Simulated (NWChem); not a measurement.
# C₂H₆ClNSi; SMILES Cl[SiH](N)C=C

```xyz
11

Si     0.5486     0.1423     0.4195
N      1.9476     0.5800    -0.4822
Cl    -1.1889     1.2411    -0.0517
C      0.1818    -1.6592     0.1260
C     -0.9987    -2.1674    -0.2485
H      0.8356     0.4807     1.8317
H      2.4025     1.4667    -0.2958
H      2.0023     0.3476    -1.4677
H      1.0144    -2.3481     0.2854
H     -1.8666    -1.5359    -0.4242
H     -1.1463    -3.2362    -0.3968
```
Atoms are numbered in this order, from 1.

Computed with NWChem. Structure relaxed at the B3LYP/6-31G* (spherical d) level. Level: PBE/def2-SVP with SMD (1 M gas to 1 M solution), gas-phase geometry. Reactions with the solvent are ignored.

| solvent | dielectric constant | solvation free energy (kcal/mol) | cavity-dispersion-structure term (kcal/mol) | dipole in solution (D) |
|---|---|---|---|---|
| water | 78.4 | -0.6 | 4.5 | 2.52 |
| chlorobenzene | 5.70 | -4.1 | 0.1 | 2.41 |
| diethyl ether | 4.24 | -4.1 | -0.2 | 2.37 |
| anisole | 4.22 | -3.3 | 0.6 | 2.37 |
